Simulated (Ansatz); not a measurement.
```xyz
8

Si   -0.683   -0.728    1.885
Zn    0.088    0.095   -0.242
Ga    0.880    0.936   -2.423
H     0.399   -1.410    2.655
H    -1.791   -1.719    1.738
H    -1.204    0.365    2.758
H    -0.098    1.489   -3.539
H     2.409    0.972   -2.831
```

Total charge 0; spin multiplicity 1.

(1) List the PBE0/def2-TZVPP orbital energies in eV (the Gaussian-basis code of Ansatz). (Best estimate.)

## Answers

(1) The calculation gave: Occupied: -10146.96, -9459.33, -1802.05, -1252.85, -1152.84, -1109.03, -1108.92, -1108.92, -1015.18, -1015.17, -1015.11, -151.07, -144.43, -133.55, -104.10, -103.79, -103.78, -99.08, -99.08, -99.06, -89.36, -89.35, -89.21, -23.16, -23.04, -23.02, -22.88, -22.80, -15.04, -14.63, -14.63, -14.52, -14.52, -14.21, -12.18, -9.47, -9.47, -8.78, -8.28, -6.42. Lowest empty: -2.48, -1.32, -0.42, -0.08, 1.44, 1.51, 1.91, 1.92.
